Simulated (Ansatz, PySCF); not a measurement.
This PySCF input computes a CAM-B3LYP/def2-TZVPD energy:

```python
from pyscf import gto, scf, dft

mol = gto.M(
    atom='''
    Mg    0.00000000    0.00000000    0.00000000
    Br    0.00000000    0.00000000    2.39403072
    Br   -0.00000000   -0.00000000   -2.39403072
    ''',
    basis='def2-tzvpd',
    charge=1,
    spin=1,
    symmetry='D2h',
    verbose=4,
)

mf = dft.UKS(mol, xc='camb3lyp').density_fit(auxbasis='def2-universal-jkfit')
mf.grids.level = 3
mf.conv_tol = 1e-9
mf.max_cycle = 100
mf.max_memory = 1500
mf.kernel()
if not mf.converged:
    mf = mf.newton()
    mf.kernel(mf.make_rdm1())
mf.analyze()
```

Task: Write an input for the same energy in Ansatz (a quantum-chemistry and plane-wave program) and say what it gives.

Result: 
Ansatz 0.2 input:
```yaml
crystal:
  periodic: [false, false, false]
  atoms:
    - {symbol: Mg, position_ang: [0.00000000, 0.00000000, 0.00000000]}
    - {symbol: Br, position_ang: [0.00000000, 0.00000000, 2.39403072]}
    - {symbol: Br, position_ang: [-0.00000000, -0.00000000, -2.39403072]}
basis:
  gaussian:
    orbitals: def2-TZVPD
hamiltonian:
  xc: {name: CAM-B3LYP}
total_charge: 1
magnetization: {spin_polarized: true, initial_magnetization: 1}
output: {forces: true}
```
It gives -5348.40399 Eh, and PySCF -5348.40401 Eh, a difference of 0.02 mEh, from the treatment of integrals and grids.
